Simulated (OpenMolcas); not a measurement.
## SiCNF2 (SMILES N#C[Si](F)F): methods side by side

SiCNF2 has 5 atoms, charge 0, and is taken as a doublet. As SMILES, `N#C[Si](F)F`. Geometry: relaxed at PBE0-D4/def2-TZVP.

Quantity: the vertical ionisation energy (to the singlet cation), in eV. The values are calculated.

```
               level             kind     program  value (eV)  CPU time (all runs)
     UHF/aug-cc-pVDZ     Hartree–Fock  OpenMolcas       10.70                 84 s
U-revPBE/aug-cc-pVDZ              GGA  OpenMolcas       10.19              2.9 min
   UBLYP/aug-cc-pVDZ              GGA  OpenMolcas       10.10                3 min
    UPBE/aug-cc-pVDZ              GGA  OpenMolcas       10.24                3 min
   UTPSS/aug-cc-pVDZ         meta-GGA  OpenMolcas       10.31              3.7 min
  UB3LYP/aug-cc-pVDZ    global hybrid  OpenMolcas       10.55              2.7 min
  UBHLYP/aug-cc-pVDZ    global hybrid  OpenMolcas       10.77              2.8 min
 UM06-2X/aug-cc-pVDZ  hybrid meta-GGA  OpenMolcas       10.67              3.3 min
```

The values span 10.10 to 10.77 eV. CPU times are rough (shared hosts, several kinds of processor and program).
